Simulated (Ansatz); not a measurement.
`O[SiH2]C(O)Br` + H₂ → `O[SiH2]CBr` + H₂O  (hydrogenolysis of a C–O bond)

Program: Ansatz. Geometries: PBE0-D4/def2-TZVP. ΔE: electronic, gas phase. CCSD(T)/CBS adds triple-zeta CCSD(T) − MP2 to the extrapolated MP2 energy (def2 sets, frozen cores). This one scheme is used for every species. DFT in def2-TZVPP. B3LYP here is the variant with VWN-RPA as its local correlation; programs differ in this. For Br outer-core shells are correlated without core-valence functions, which leaves a few kJ/mol of doubt a bond. Scalar relativity is left out up to krypton. Each species was taken in one conformer, which may not be the lowest.

```csv
level,ΔE (kJ/mol),difference from CCSD(T)/CBS
PBE-D4,-80.8,24.2
revPBE-D4,-75.8,29.2
r2SCAN-D4,-84.5,20.5
PBE0-D4,-94.4,10.6
B3LYP-D4,-89.3,15.7
PBE0,-99.0,6.0
r2SCAN0,-97.3,7.7
LC-ωPBE,-106.9,-1.9
MP2/def2-SVP,-88.5,16.5
CCSD/def2-TZVPP,-109.6,-4.6
CCSD(T)/CBS,-105.0,0
```

Largest T1 diagnostic among the species: 0.011.

From r2SCAN to r2SCAN0 (25 % exact exchange), in def2-TZVPP and without D4, ΔE moves by −11.6 kJ/mol. At CCSD(T), def2-SVP lies +18.7 kJ/mol from the extrapolated value and def2-TZVPP +2.5 kJ/mol. Leaving LDA and LC-ωPBE aside and taking each functional with its dispersion term where it has one, the values, not all of them listed here, spread over 29.3 kJ/mol, from PBE-QIDH to revPBE-D4. LDA lies +11.2 kJ/mol from PBE without D4.

CCSD(T)/CBS has its own doubt, a few kJ/mol and more with outer-core shells, so smaller differences from it don't rank the levels.
